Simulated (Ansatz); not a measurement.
Calibrating BHLYP-D4/def2-TZVPP on molecular compounds of Al

The atomisation energy (no zero-point term) in kJ/mol of 8 molecular compounds of Al: x at BHLYP-D4/def2-TZVPP, y at CCSD(T)/CBS estimate. Shapes, held fixed at every level: PBE0-D4/def2-TZVP. Flexible molecules stand in one conformer, not always the lowest. Programs: Ansatz 0.2.0.

| molecule | x (kJ/mol) | y (kJ/mol) |
| --- | --- | --- |
| AlHF2 (SMILES [F][AlH][F]) | 1424 | 1512 |
| AlH2(CN) | 1723 | 1799 |
| Al(OH)2F | 2318 | 2476 |
| CH4AlClS (SMILES C[S][AlH][Cl]) | 2590 | 2663 |
| Al(NH2)(OH)2 | 2884 | ? |
| C4H9Al (SMILES C=[CH][Al]([CH3])[CH3]) | 5231 | 5336 |
| C3H8AlFO (SMILES CC(C)[O][AlH][F]) | 5347 | 5511 |
| C9H15Al (SMILES C=C[CH2][Al]([CH2]C=C)[CH2]C=C) | 10037 | 10268 |

Question: Fit y = c + s·x to the known rows and predict y for Al(NH2)(OH)2.

Answer: 
1. Means of the 7 rows: x = 4095.71, y = 4223.6.
2. Σ(Δx)² = 56348739, Σ(Δx·Δy) = 57239359, so the slope is 57239359/56348739 = 1.0158.
3. Intercept: 4223.6 − (1.0158) × 4095.71 = 63.2. The largest residual of the fit is 58.
4. Al(NH2)(OH)2: 63.2 + 1.0158 × 2884 = 2993 kJ/mol.

CCSD(T)/CBS estimate gives 3037 kJ/mol, so the prediction is off by -44 kJ/mol, within the largest residual. Uncorrected, BHLYP-D4/def2-TZVPP misses Al(NH2)(OH)2 by -153 kJ/mol, and the other rows by 128 on average. The line removes about 70 % of this miss. Left out in turn, the other rows are missed by 35 kJ/mol on average, so much of the error is systematic among these molecules. The CBS estimate extrapolates MP2 from def2-TZVPP and def2-QZVPP and adds CCSD(T) − MP2 in the triple-zeta set, cores frozen.
